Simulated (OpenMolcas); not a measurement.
## Br+: effect of correlating more closed shells

| Property | Result |
| --- | --- |
| Program | OpenMolcas 26.06 |
| Basis | ANO-RCC-VQZP [7s6p4d2f1g] |
| Scalar Hamiltonian | DKH2, point nucleus |
| Active space | 4 electrons in 3 orbitals (4p) |
| State averaging | 2S+1 = 3 even, 3 roots; 2S+1 = 1 even, 6 roots |
| Spin-orbit coupling | state interaction with AMFI integrals over the reference wave functions, term energies averaged over their components |

Methods on the same reference wave functions:
A. CASSCF
B. SS-CASPT2, IPEA 0.25 Eh, imaginary shift 0.1 Eh (closed shells correlated: 3d 4s)
C. SS-CASPT2, IPEA 0.25 Eh, imaginary shift 0.1 Eh (closed shells correlated: 3s 3p 3d 4s)

Energies in cm⁻¹ above 4s² 4p⁴ ³P₂, the measured ground level; measured values from NIST Handbook of Basic Atomic Spectroscopic Data.

| Level | A | B | C | Measured |
| --- | --- | --- | --- | --- |
| 4s² 4p⁴ ³P₂ | 0.0 | 0.0 | 0.0 | 0.0 |
| 4s² 4p⁴ ³P₁ | 2832 | 2880 | 2880 | 3136 |
| 4s² 4p⁴ ³P₀ | 3672 | 3620 | 3620 | 3837 |
| 4s² 4p⁴ ¹D₂ | 14460 | 12150 | 12100 | 12089 |
| 4s² 4p⁴ ¹S₀ | 33598 | 28560 | 28450 | 27867 |

Deviations, from unrounded energies. A percentage is the sum of absolute deviations over the sum of measured energies, with the sign that they share, or ± where signs differ.

```csv
Against measurement,Levels,A,B,C
mean absolute deviation (cm-1),4,2100,310,270
fine structure of the ground term (%),2,-6.7,-6.7,-6.7
other terms of the ground configuration (%),2,+20.3,+1.9,+1.5
```

C lies closest to measurement on these levels and A furthest from it. The largest miss of C in the table is 4s² 4p⁴ ¹S₀, by +580 cm-1. The ranking rests on the paired levels alone, and a cruder setting can come out closer through cancelling errors.

Between B and C the level of the table that moves most is 4s² 4p⁴ ¹S₀, by 110 cm-1 (lowest in C, highest in B). Moves below CASPT2's spread within the term are not significant.

The mean deviations of B to C differ by less than CASPT2's widest spread within a term (170 cm-1), so their order carries little weight.

From A to B the spin-free energies of the other terms of 4s² 4p⁴ shown, above ³P, scale by factors of 0.81 to 0.84.

The lowest spin-free term lies below A's lowest term by 0.215 hartree in B, 0.278 hartree in C.

What an inner shell adds also hangs on whether the basis holds functions to correlate it.

CASPT2 does not keep the components of a term degenerate, so their means are used; among the terms shown or strongly mixed into the levels shown the widest spread is 170 cm-1 (4s² 4p⁴ ¹D, C). With the s shell closed, the reference lacks s² → p² mixing. Without dynamic correlation excited terms often stand tens of per cent too high (terms of higher spin than the ground term too low), and those without a measured partner can miss by more than the paired ones (holds for A). Computed and measured levels are paired by configuration, term and J; levels that our copy of the source lacks, or whose pairing is in doubt (as where it misses far off the trend of its configuration), stay unpaired and out of the deviations. Only configurations of the active space appear.
